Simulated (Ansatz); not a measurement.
`C[BH][GeH3]` + `[AlH3]` → `C[BH][AlH2]` + GeH₄ at 700 K and 1 bar (formal exchange of groups at a B–Ge bond).

Program: Ansatz. Geometries: PBE0-D4/def2-TZVP. ΔE: electronic, gas phase. CCSD(T)/CBS adds triple-zeta CCSD(T) − MP2 to the extrapolated MP2 energy (def2 sets, frozen cores). This one scheme is used for every species. For Ge outer-core shells are correlated without core-valence functions, which leaves a few kJ/mol of doubt a bond. Scalar relativity is left out up to krypton.

```tsv
species	CCSD(T)/CBS energy (Eh)	H − E (kJ/mol)	S (J/(mol·K))
`C[BH][GeH3]`	-2143.14307	256.5	432.8
`[AlH3]`	-243.78045	80.2	251.4
`C[BH][AlH2]`	-308.41859	225.4	408.5
GeH₄	-2078.49493	112.9	267.3
```

H − E and S are ideal-gas, rigid-rotor, harmonic terms from PBE0-D4/def2-TZVP, for one conformer and one mirror image of each species. 1 Eh = 2625.50 kJ/mol, R = 8.31446 J/(mol·K).

Task: By hand: ΔE, ΔH, ΔS and ΔG.

Result: ΔE = (-308.41859) + (-2078.49493) − (-2143.14307) − (-243.78045) = 0.01000 Eh = 26.3 kJ/mol. Δ(H − E) = 225.4 + 112.9 − 256.5 − 80.2 = 1.6, so ΔH = 27.9 kJ/mol. ΔS = 408.5 + 267.3 − 432.8 − 251.4 = -8.4 J/(mol·K). ΔG = 27.9 − 700 × (-8.4)/1000 = 33.8 kJ/mol.

Task: By hand: the equilibrium constant, and the temperature at which ΔG would vanish if ΔH and ΔS stayed fixed.

Result: log₁₀ K = −ΔG/(RT ln 10) = -2.5. ΔH and −TΔS have one sign here, so there is no such temperature.

The number of gas molecules stays the same, so ΔS is small and ΔH decides. A doubt of 5 kJ/mol in ΔE shifts log₁₀ K by 0.4 here. Other conformers and mirror images would add mixing entropy, several J/(mol·K) or more a flexible species. Modes under 60 cm⁻¹, often nearly free rotors, make the harmonic entropy too high. These are equilibria of isolated gas molecules and say nothing of rates. Largest T1 diagnostic: 0.012 (customary marks: 0.02 for closed shells, 0.045 for open ones).

ΔS is within the doubt of such terms, so its sign, and with it that verdict, could turn.
